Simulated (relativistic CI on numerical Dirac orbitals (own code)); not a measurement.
**Hyperfine structure of Cd XXXIV, mass number 111**

Method of calculation: Dirac-Coulomb-Breit CI, orbitals from a KLI potential per configuration, QED by a radiative potential, unscaled Slater integrals (own radial code, finite nucleus).

Configuration list (outside the closed core [Ne]): 3s2 3p3, 3s 3p4, 3s2 3p2 3d, 3p5, 3s 3p3 3d, 3p4 3d, 3s 3p2 3d2, 3s2 3p 3d 4p, 3p4 4s, 3s 3p2 3d 4s, 3p4 4p, 3s2 3p2 4s, 3s2 3p 3d2, 3s2 3d3, 3s 3p 3d3, 3s2 3d2 4s, 3p3 3d2, 3p2 3d3, 3p2 3d2 4s, 3s2 3p 3d 4s, 3s 3p 3d2 4s, 3s2 3d 4s2, 3s 3p2 3d 4p, 3s 3p 3d2 4p, 3p2 3d2 4p, 3s 3p 3d 4s 4p. Double excitations out of closed p, d and f shells are left out; levels of such configurations are missing from the list, as are those of other unlisted configurations, and high levels can miss mixing partners.

Nuclear spin I = 1/2, μ = -0.594 μN (tables of Stone and Pyykkö). The electronic factors are computed for point nuclear moments, without core polarisation or the Bohr-Weisskopf and QED corrections.

| Level | E (cm⁻¹) | A (GHz) |
| --- | --- | --- |
| 3s2 3p3 2D°_5/2 | 369510 | -112.1 |
| 3s2 3p3 2P°_1/2 | 439181 | -336 |
| 3s2 3p3 2P°_3/2 | 756210 | -58.72 |
| 3s 3p4 4P_5/2 | 1001474 | -218.4 |
| 3s2 3p2 3d 4D_1/2 | 1362464 | -109.1 |

Levels with J = 0, under 50 % of one LS term, or S terms without an open s electron are left out. Small factors come from cancelling terms and can be off by tens of per cent or more.

At this charge energies of transitions that change n are usually good to better than 1 %, and those within a shell (Δn = 0) to a few per cent.

Question: Give the hyperfine levels of 3s2 3p3 2D°_5/2 relative to its centre of gravity.

Answer: With K = F(F + 1) − I(I + 1) − J(J + 1), E = AK/2: F = 2: 196.2, F = 3: -140.1 GHz.

LS names give the leading component of a level, which can be under half, so a name can repeat, a term be missing and a line seem to break the LS rules.
